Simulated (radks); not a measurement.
Species: the molybdenum ion Mo9+. Configuration: [Ar] 3d10 4s2 4p3. Method: scalar-relativistic Kohn-Sham, PBE, spin-unpolarised, spherical densities, point nucleus; computed with a radial shooting solver on a logarithmic mesh with Libxc functionals.

Radial electron density D(r) = 4 pi r^2 rho(r):

r (bohr),D(r) (e/bohr)
0.003079,5.940
0.004042,9.194
0.005305,13.87
0.006963,20.26
0.00914,28.33
0.012,37.47
0.01562,45.90
0.0205,51.84
0.02691,52.86
0.03533,49.14
0.04637,45.07
0.06086,47.30
0.07989,57.29
0.104,65.39
0.1365,60.19
0.1792,45.60
0.2352,41.01
0.3088,48.43
0.4053,45.60
0.5278,27.68
0.6927,12.58
0.9093,8.183
1.193,5.306
1.567,1.724
2.056,0.2210
2.677,0.009810

D(r) has 3 maxima, at r = 0.0246, 0.109, 0.343 bohr, and minima at 0.0498, 0.221 bohr, inside which lie 2.04, 11.11 electrons.
